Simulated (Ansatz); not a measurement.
Frontier orbitals of C₂H₉BOS.

Z-matrix (Å, degrees):
```
C
B 1 1.569
H 1 1.094 2 111.7
H 1 1.097 2 109.1 3 -116.5
H 1 1.092 2 113.3 3 123.8
C 2 1.572 1 122.3 3 43.7
O 2 1.368 1 116.7 3 -135.7
H 6 1.097 2 108.1 1 -77.6
H 6 1.093 2 112.3 1 39.0
H 6 1.094 2 114.5 1 163.1
H 7 0.961 2 112.7 1 -178.1
H 7 2.451 2 92.7 1 70.9
S 12 1.344 7 144.9 2 31.5
H 13 1.341 12 92.2 7 -85.3
```

Total charge 0; spin multiplicity 1. The bonds changed during the relaxation, so this is another structure than the one it started from. The geometry is a stationary point of PBE0-D4/def2-TZVP. It is one conformer, not always the lowest. Basis def2-TZVPP, Ansatz 0.2.0.

Orbital energies of one run (eV). Highest occupied ones, from the top: -6.85, -7.95, -9.25, -9.44, -9.70, -9.99, -10.22, -11.13, -11.24, -11.61, -11.83, -14.81, -18.48, -19.26. Empty: 0.27, 0.45, 0.61, 1.50, 1.96, 2.78.

Q: Which functional gave them?
A. BHLYP
B. BLYP
C. r2SCANh
D. LDA (SPW92)

A: C. HOMO energies: r2SCANh -6.85, BLYP -5.92, BHLYP -8.49, LDA (SPW92) -6.19 eV.
